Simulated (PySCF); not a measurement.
Computed structure and properties of Lu(NO2)3

System: Lu(NO2)3 (singlet in the valence; each metal's 4f electrons, 14 of them, lie in its core potential, out of spins and levels); start: displaced along the imaginary mode (D3). Method: PySCF 2.14.0, RKS B3LYP, Lu lcecp-1-SVP with ECP60, O def2-SVP, N def2-SVP; non-relativistic Hamiltonian with scalar-relativistic core potentials where named; density fitting; no spin-orbit coupling.

Input of the relaxation:

```python
mol = gto.M(atom='''
Lu     0.00000     0.00000    -0.00000
O      2.04033     0.25000     1.04869
O      2.04033    -0.25000    -1.04869
N      2.74682    -0.00000     0.00000
O     -1.23667     1.64198     1.04869
O     -0.80366     1.89198    -1.04869
N     -1.37341     2.37882    -0.00000
O     -0.80366    -1.89198     1.04869
O     -1.23667    -1.64198    -1.04869
N     -1.37341    -2.37881     0.00000''',
    basis={'Lu': 'lcecp-1-SVP', 'O': 'def2-SVP', 'N': 'def2-SVP'},
    ecp={'Lu': 'lcecp-1-SVP'},
    charge=0, spin=0)
mf = dft.RKS(mol, xc='B3LYP')
mf.grids.atom_grid = (50, 194)  # f atoms: unpruned, at least (60, 302)
mf = mf.density_fit()  # fitting sets: Lu AutoAux, O def2-universal-JKFIT, N def2-universal-JKFIT
mf.conv_tol = 1e-08; mf.max_cycle = 55
mf.kernel(dm0)  # dm0: converged density of the start geometry
# quasi-Newton relaxation in Cartesian coordinates to a largest gradient under 0.00045 Eh/bohr, steps kept in the point group
```

Run from Python with OMP_NUM_THREADS=4; the lines above give its settings. Where DIIS fails, smearing, a level shift and second-order steps follow.
It took 110 s on 4 threads of Arm Neoverse N1, on a shared host, from the converged density of the start.

Course of the relaxation:

```
step  energy above end (eV)  largest force component within the symmetry (eV/Å)
   0                 0.1482                                               1.563
   1                 0.0131                                               0.398
   2                 0.0035                                               0.082
   3                 0.0030                                               0.022
   4                 0.0020                                               0.079
   5                 0.0011                                               0.091
   6                 0.0005                                               0.036
   7                 0.0002                                               0.024
   8                 0.0000                                               0.016
   9                 0.0000                                               0.005
```

Relaxed geometry (D3):

```xyz
10

Lu    0.0000    0.0000    0.0000
O     2.0405    0.1675    1.0352
O     2.0405   -0.1675   -1.0352
N     2.7471    0.0000    0.0000
O    -1.1653    1.6834    1.0352
O    -0.8752    1.8509   -1.0352
N    -1.3735    2.3790    0.0000
O    -0.8752   -1.8509    1.0352
O    -1.1653   -1.6834   -1.0352
N    -1.3736   -2.3790    0.0000
```

| contact | Å |
| --- | --- |
| Lu1–O2 (NO2) | 2.294 |
| Lu1–O5 (NO2) | 2.294 |
| Lu1–O8 (NO2) | 2.294 |

On the finer grid (75, 302):

```json
{"HOMO": "-8.61 eV", "LUMO": "-3.67 eV", "Dipole about the centre of mass": "0.00 D", "Set of Mulliken populations of Lu1 outside the core potential": "s 2.42, p 6.37, d 1.01, f 0.06", "D3(BJ) dispersion energy (not in the energies)": "-0.423 eV"}
```

| atom | Mulliken (e) | Löwdin (e) | spin (e) |
| --- | --- | --- | --- |
| Lu1 | 1.14 | 0.41 | 0.00 |
| O2 | -0.34 | -0.17 | 0.00 |
| O3 | -0.34 | -0.17 | 0.00 |
| N4 | 0.30 | 0.20 | 0.00 |
| O5 | -0.34 | -0.17 | 0.00 |
| O6 | -0.34 | -0.17 | 0.00 |
| N7 | 0.30 | 0.20 | 0.00 |
| O8 | -0.34 | -0.17 | 0.00 |
| O9 | -0.34 | -0.17 | 0.00 |
| N10 | 0.30 | 0.20 | 0.00 |

The 4f levels lie in the core potential and are missing.

On the grid (50, 194), as all that follows. Harmonic modes: a minimum within the noise of the softest modes; lowest 57 cm⁻¹ (negative: unstable), highest 1373 cm⁻¹, zero-point energy 0.839 eV.

Taking off one NO2 (charge -1, singlet; the rest: singlet) in vacuum, both parts rigid, costs 10.02 eV; the small basis without counterpoise inflates it. Most of it is the attraction of opposite charges; other ways to part are cheaper, and one spin state was tried for the rest.

Rigid scan of NO2 along the line from its metal:

| distance to the donors' midpoint (Å) | energy (eV) |
| --- | --- |
| 1.74 | 0.798 |
| 1.84 | 0.313 |
| 1.94 | 0.069 |
| 2.04 | 0.000 |
| 2.14 | 0.056 |
| 2.24 | 0.198 |
| 2.44 | 0.637 |
| 2.74 | 1.438 |
| 3.14 | 2.462 |
| 3.64 | 3.481 |

One start shape was tried, so this needn't be the lowest isomer.

An lcecp potential fixes the number of 4f electrons, so in runs with it no electron can move into or out of that shell.
